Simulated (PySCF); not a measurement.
Computed properties of C₄H₇ClSi, SMILES [SiH2](C)C=C=CCl

C₄H₇ClSi, SMILES C[SiH2]C=C=CCl. Geometry: B3LYP-D3(BJ)/def2-SVP. The structure was generated by enumeration; whether it is a known compound was not checked. One conformer was computed; it need not be the lowest. All values are computed for the isolated molecule unless a solvent is named; none is compared with measurement here.

**Structure.** All 33 harmonic modes at B3LYP-D3(BJ)/def2-SVP (PySCF) are real, so it is a minimum. With heavy atoms numbered as in [CH3:1][SiH2:2][CH:3]=[C:4]=[CH:5][Cl:6], the shortest bond between them is C4–C5 at 1.309 Å and the longest Si2–C3 at 1.887 Å.

**Vibrations.** The strongest infrared lines (harmonic, unscaled, degenerate partners summed) lie at 906 cm⁻¹ (319 km/mol, H 79 %, Si 11 %, C 9 %), 2206 cm⁻¹ (148 km/mol, H 97 %), 1339 cm⁻¹ (99 km/mol, C 78 %, H 22 %). The softest mode is at 31 cm⁻¹ and the zero-point energy is 57.3 kcal/mol.

**Electronic structure.** HF/def2-TZVP (PySCF) places the frontier levels at -9.72 and 2.65 eV, a gap of 12.37 eV, and gives a dipole moment of 1.85 D and a mean polarisability of 88.0 bohr³. PBE/def2-TZVP (PySCF) at the same geometry gives -5.93 and -2.06 eV, so its gap is 8.50 eV narrower. An orbital gap is neither the optical nor the fundamental gap.

**Excitations.** TDA-PBE0/def2-SVPD (PySCF) has S1 at 4.36 eV (284 nm, f = 0.001, dark); the most intense of the 10 singlets computed lies at 7.08 eV (f = 0.63). T1 (TDA) is at 3.90 eV, 0.46 eV under S1. TDA-PBE/def2-SVPD (PySCF) puts S1 at 4.06 eV. No vertical singlet excitation falls in the visible range (under 3.1 eV).

**NMR.** GIAO shifts at KT2/pcSseg-1 (PySCF) (non-relativistic, atoms alike by connectivity averaged): ¹³C from -2.5 to 213.5 ppm against TMS; ¹H from 0.7 to 6.3 ppm against TMS; ²⁹Si at -38.4 ppm against TMS. Without spin–orbit terms, shifts of atoms bonded to Cl or Br come out too high.
